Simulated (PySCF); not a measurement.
# Basis-set dependence of population analyses: `BOBN[SiH3]`

Species: B2H7NOSi.
Numbering: `[BH2:1][O:2][BH:3][NH:4][SiH3:5]` (hydrogens: H6, H7 on B1; H8 on B3; H9 on N4; H10, H11, H12 on Si5)

PBE0 throughout (PySCF), one geometry, spherical d and f functions. The structure is a single PBE0-D3(BJ)/def2-SVP conformer in the gas phase; no vibrational or solvent corrections. Atoms taken as equivalent share a column and are averaged. The first 7 of 9 kinds of atom are listed.

Mulliken charges (e):

```json
{"basis": "STO-3G", "functions": "36", "B1": "+0.185", "O2": "-0.281", "B3": "+0.302", "N4": "-0.537", "Si5": "+0.661", "H6/H7": "-0.063", "H8": "-0.060"}
{"basis": "6-31G", "functions": "63", "B1": "+0.333", "O2": "-0.560", "B3": "+0.587", "N4": "-0.951", "Si5": "+0.725", "H6/H7": "-0.062", "H8": "-0.038"}
{"basis": "pcSseg-0", "functions": "63", "B1": "+0.332", "O2": "-0.667", "B3": "+0.647", "N4": "-1.073", "Si5": "+0.690", "H6/H7": "-0.035", "H8": "+0.005"}
{"basis": "6-31G*", "functions": "88", "B1": "+0.155", "O2": "-0.293", "B3": "+0.350", "N4": "-0.721", "Si5": "+0.486", "H6/H7": "-0.043", "H8": "-0.032"}
{"basis": "cc-pVDZ", "functions": "109", "B1": "+0.053", "O2": "+0.005", "B3": "+0.030", "N4": "-0.162", "Si5": "+0.302", "H6/H7": "-0.068", "H8": "-0.057"}
{"basis": "def2-SVP", "functions": "109", "B1": "+0.108", "O2": "-0.063", "B3": "+0.065", "N4": "-0.306", "Si5": "+0.453", "H6/H7": "-0.068", "H8": "-0.047"}
{"basis": "pcSseg-1", "functions": "127", "B1": "+0.282", "O2": "-0.448", "B3": "+0.435", "N4": "-0.673", "Si5": "+0.616", "H6/H7": "-0.058", "H8": "-0.026"}
{"basis": "aug-cc-pVDZ", "functions": "182", "B1": "-0.860", "O2": "-0.528", "B3": "+0.036", "N4": "-0.225", "Si5": "-0.438", "H6/H7": "+0.488", "H8": "+0.383"}
{"basis": "6-311+G(2d,p)", "functions": "185", "B1": "+0.206", "O2": "-0.687", "B3": "+0.725", "N4": "-0.890", "Si5": "+0.609", "H6/H7": "-0.011", "H8": "+0.005"}
{"basis": "def2-TZVP", "functions": "203", "B1": "+0.055", "O2": "-0.223", "B3": "+0.158", "N4": "-0.374", "Si5": "+0.241", "H6/H7": "-0.007", "H8": "+0.001"}
{"basis": "cc-pVTZ", "functions": "252", "B1": "+0.012", "O2": "-0.082", "B3": "+0.049", "N4": "-0.176", "Si5": "+0.201", "H6/H7": "-0.021", "H8": "-0.014"}
{"basis": "IGLO-III", "functions": "254", "B1": "+0.295", "O2": "-0.489", "B3": "+0.510", "N4": "-0.636", "Si5": "+0.827", "H6/H7": "-0.068", "H8": "-0.076"}
```

IAO charges (e):

```tsv
basis	functions	B1	O2	B3	N4	Si5	H6/H7	H8
STO-3G	36	+0.111	-0.281	+0.209	-0.584	+0.743	-0.020	-0.010
6-31G	63	+0.137	-0.356	+0.265	-0.640	+0.594	-0.009	-0.003
pcSseg-0	63	+0.131	-0.337	+0.253	-0.629	+0.594	-0.013	-0.009
6-31G*	88	+0.172	-0.378	+0.299	-0.676	+0.729	-0.020	-0.012
cc-pVDZ	109	+0.151	-0.363	+0.279	-0.665	+0.721	-0.015	-0.008
def2-SVP	109	+0.160	-0.359	+0.281	-0.663	+0.741	-0.020	-0.013
pcSseg-1	127	+0.160	-0.370	+0.285	-0.677	+0.745	-0.016	-0.009
aug-cc-pVDZ	182	+0.153	-0.368	+0.283	-0.679	+0.723	-0.014	-0.007
6-311+G(2d,p)	185	+0.160	-0.375	+0.290	-0.694	+0.758	-0.015	-0.008
def2-TZVP	203	+0.163	-0.377	+0.295	-0.696	+0.769	-0.016	-0.009
cc-pVTZ	252	+0.162	-0.376	+0.294	-0.692	+0.753	-0.016	-0.009
IGLO-III	254	+0.161	-0.376	+0.293	-0.697	+0.766	-0.015	-0.008
```

Hirshfeld charges (e):

| basis | functions | B1 | O2 | B3 | N4 | Si5 | H6/H7 | H8 |
| --- | --- | --- | --- | --- | --- | --- | --- | --- |
| STO-3G | 36 | +0.143 | -0.117 | +0.161 | -0.250 | +0.437 | -0.084 | -0.081 |
| 6-31G | 63 | +0.165 | -0.174 | +0.183 | -0.268 | +0.356 | -0.065 | -0.056 |
| pcSseg-0 | 63 | +0.174 | -0.169 | +0.180 | -0.259 | +0.379 | -0.073 | -0.068 |
| 6-31G* | 88 | +0.168 | -0.169 | +0.188 | -0.259 | +0.345 | -0.067 | -0.056 |
| cc-pVDZ | 109 | +0.168 | -0.168 | +0.187 | -0.256 | +0.362 | -0.069 | -0.062 |
| def2-SVP | 109 | +0.172 | -0.171 | +0.191 | -0.259 | +0.369 | -0.070 | -0.064 |
| pcSseg-1 | 127 | +0.181 | -0.188 | +0.202 | -0.271 | +0.370 | -0.068 | -0.060 |
| aug-cc-pVDZ | 182 | +0.178 | -0.196 | +0.203 | -0.282 | +0.368 | -0.064 | -0.054 |
| 6-311+G(2d,p) | 185 | +0.186 | -0.204 | +0.207 | -0.282 | +0.372 | -0.066 | -0.055 |
| def2-TZVP | 203 | +0.181 | -0.197 | +0.205 | -0.278 | +0.364 | -0.065 | -0.056 |
| cc-pVTZ | 252 | +0.179 | -0.191 | +0.204 | -0.274 | +0.363 | -0.066 | -0.058 |
| IGLO-III | 254 | +0.181 | -0.200 | +0.205 | -0.278 | +0.361 | -0.064 | -0.056 |

Some averages cover members that differ in this geometry, most widely: H6/H7, Mulliken in aug-cc-pVDZ +0.409 to +0.567 e.

Which scheme is steadiest as the basis changes?

Largest range over the bases for any column: Hirshfeld 0.09 e, IAO 0.18 e, Mulliken 1.27 e. Hirshfeld charges move least and Mulliken charges most, counted in e. Without the minimal STO-3G basis the ranges are Hirshfeld 0.04, IAO 0.18, Mulliken 1.27 e.

How much do the charges still move between the two largest bases, cc-pVTZ and IGLO-III?

At most, over all atoms: Mulliken 0.626 e, IAO 0.013 e, Hirshfeld 0.008 e.

What do the same runs give for the total energy, the frontier levels and the dipole moment?

```csv
basis,energy (Eh),HOMO (eV),LUMO (eV),μ (D)
STO-3G,-467.4626,-5.00,3.35,2.70
6-31G,-473.0420,-7.68,-0.13,1.83
pcSseg-0,-472.3999,-7.91,-0.39,1.85
6-31G*,-473.1304,-7.78,-0.06,1.57
cc-pVDZ,-473.1569,-7.82,-0.35,1.56
def2-SVP,-472.9314,-7.90,-0.38,1.57
pcSseg-1,-473.1279,-7.97,-0.50,1.52
aug-cc-pVDZ,-473.1676,-7.93,-0.67,1.44
"6-311+G(2d,p)",-473.2214,-7.97,-0.67,1.42
def2-TZVP,-473.2392,-7.97,-0.56,1.40
cc-pVTZ,-473.2356,-7.95,-0.51,1.42
IGLO-III,-473.2436,-7.96,-0.64,1.40
```

The dipole is fixed by the density alone, so its range of 1.30 D shows that the density itself changes with the basis, not only its division among atoms.
